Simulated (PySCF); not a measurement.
Telling isomers of C$_{6}$H$_{4}$F$_{4}$ apart by NMR

[PySCF 2.14: coordinates at the GFN2-xTB level; PBE0/pcSseg-1 with gauge-including orbitals; averaged over atoms made equivalent by symmetry, fast rotation or ring inversion; relativity neglected; a single conformation; in vacuum]

Shifts are taken against calculated references (same method and geometry level): TMS for ¹H (31.72 ppm), ¹³C (186.93 ppm). Splittings of carbon signals by F and P are missing where no couplings were computed. Where no couplings were computed, multiplicities follow the n + 1 count of equivalent neighbours, and m marks all less simple cases (inequivalent or close neighbours, rings, F or P nearby). Shifts are as computed. Against solution values, carbons near 30 ppm lie about +3 ppm off and those near 130 ppm about +5 ppm (rms about the fit 2.1 ppm; single classes can miss by 10 ppm). Of 1328 compounds with measured shifts, 309 miss one by over three times the rms of a fit or turn the order of signals round; such compounds aren't used in these exercises. Signals without a measured value on file couldn't be tested in this way; 1H shifts scatter by 0.2 ppm about their fit, and single ones miss by 0.5 ppm.

(1) Tabulate the signals of `C=C=C=C(CF)C(F)(F)F`, `FC/C=C\C#CC(F)(F)F` and their relative energies.

(2) What is the quickest way to tell C=C=C=C(CF)C(F)(F)F from FC/C=C\C#CC(F)(F)F?

Answers

(1) 
| SMILES | carbon types | δC | δH | E rel. (kcal/mol) |
| --- | --- | --- | --- | --- |
| C=C=C=C(CF)C(F)(F)F | 4×C 2×CH2 | 188.5, 180.7, 130.5, 118.1, 109.3, 85.2 | 6.05 (s, 2H), 5.62 (m, 2H) | 2.2 |
| FC/C=C\C#CC(F)(F)F | 3×C 2×CH 1×CH2 | 163.0, 124.7, 109.5, 94.0, 89.2, 86.2 | 7.10 (m, 1H), 5.82 (m, 1H), 5.74 (m, 2H) | 0.0 |

Energies are electronic energies at PBE0/pcSseg-1 on these geometries, without zero-point or thermal terms, each for the one conformer computed, which needn't be the lowest.

(2) Both give the same number of carbon signals, but DEPT or the intensities differ. The first has a central carbon of an allene (C) at 188.5 ppm, the second an alkene CH at 163.0 ppm. In the proton spectra the most deshielded non-exchanging signals are 6.05 (s, 2H) and 7.10 (m, 1H).
